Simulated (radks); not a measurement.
Results of a calculation; reference values are marked as such.
Problem. Yb LXVI, configuration [He] 2s2 2p1. Level of theory: Dirac Kohn-Sham, PBE, spin-unpolarised, spherical densities, point nucleus; open shells fill j = l - 1/2 first (a radial shooting solver on a logarithmic mesh with Libxc functionals). Some entries of the table are withheld. Estimate them.

orbital,occ.,eigenvalue (eV),<r> (bohr),r(max) (bohr)
1s1/2,2,-68517.79,0.01959,(1)
2s1/2,2,-16657.84,0.07940,0.06897
2p1/2,1,-16421.89,(2),0.05120
2p3/2,0,-15253.87,(3),0.05724

Solution. 
(1) 1s1/2 r(max) (bohr): 0.01235
(2) 2p1/2 <r> (bohr): 0.06541
(3) 2p3/2 <r> (bohr): 0.07225
